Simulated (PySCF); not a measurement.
**Frontier orbitals and the lowest excitations**

Species: ZnMe(nBu), C5H12Zn (singlet state).
Structure used (PBE0-D3(BJ)/def2-SVP), in Å, numbered top down from 1:
```xyz
18
C5H12Zn angstrom
Zn    -0.631    0.358    2.073
C     -0.632    0.387    4.021
H      0.368    0.614    4.423
H     -0.941   -0.586    4.436
H     -1.326    1.148    4.415
C     -0.618    0.314    0.117
C      0.306   -0.739   -0.499
C      0.283   -0.799   -2.028
C      0.800    0.456   -2.713
H     -1.654    0.149   -0.237
H     -0.347    1.322   -0.244
H      1.349   -0.565   -0.173
H      0.044   -1.740   -0.112
H      0.879   -1.666   -2.359
H     -0.752   -1.001   -2.359
H      0.796    0.348   -3.808
H      0.186    1.337   -2.469
H      1.835    0.679   -2.405
```

Method: TDDFT PBE0/def2-SVPD, vertical, gas phase, core orbitals frozen in the response (PySCF 2.14.0, density-fitted response routines).

Frontier orbitals with the atoms that hold most of them (Löwdin shares over 4%, at most four atoms; ? is withheld):

```json
{"orbital": "HOMO-3", "ε (eV)": "-8.89", "atoms": "C8 21%, C7 16%, H15 11%, C6 11%"}
{"orbital": "HOMO-2", "ε (eV)": "-8.85", "atoms": "C7 20%, C6 17%, C8 13%, C9 12%"}
{"orbital": "HOMO-1", "ε (eV)": "-8.47", "atoms": "?"}
{"orbital": "HOMO", "ε (eV)": "-6.81", "atoms": "?"}
{"orbital": "LUMO", "ε (eV)": "0.02", "atoms": "Zn1 63%, C2 9%, C6 8%"}
{"orbital": "LUMO+1", "ε (eV)": "0.09", "atoms": "Zn1 67%, C2 9%, C6 9%"}
{"orbital": "LUMO+2", "ε (eV)": "0.19", "atoms": "Zn1 46%, C2 13%, C6 9%, C7 4%"}
```

(1) Give the leading atoms of the HOMO-1.

(2) Give the leading atoms of the HOMO.

(3) How does S1 compare with the orbital gap of 6.83 eV?

(4) One configuration dominates each of S1, S2 and S5. Which, and how do the shares of the two leading atoms of either orbital change from the occupied to the empty one?

Results:

(1) C2 (bonded to Zn and 3 H) 31%; Zn1 (bonded to 2 C) 22%; C6 (bonded to C, Zn and 2 H) 10%; C7 (bonded to 2 C and 2 H) 7%. By element: carbon 48% or more, zinc 22%.

(2) C6 (bonded to C, Zn and 2 H) 33%; C2 (bonded to Zn and 3 H) 21%; Zn1 (bonded to 2 C) 15%; C7 (bonded to 2 C and 2 H) 7%. By element: carbon 60% or more, zinc 15%.

(3) S1 is at 5.52 eV (f = 0.0014), 1.32 eV below the gap, made of HOMO→LUMO (98%). Without the coupling terms of the response equations the lowest excitation would equal the gap.

(4) 
- S1 (5.52 eV, f 0.0014), HOMO→LUMO (98%): C6 33% → 8%, C2 21% → 9%, Zn1 15% → 63%; the Löwdin share of zinc is 15% in HOMO and 63% in LUMO
- S2 (5.57 eV, f 0.0003), HOMO→LUMO+1 (99%): C6 33% → 9%, C2 21% → 9%, Zn1 15% → 67%; the Löwdin share of zinc is 15% in HOMO and 67% in LUMO+1
- S5 (7.41 eV, f 0.047), HOMO-1→LUMO (78%): C2 31% → 9%, Zn1 22% → 63%; the Löwdin share of zinc is 22% in HOMO-1 and 63% in LUMO

Löwdin shares depend on the basis, the more so with diffuse functions.
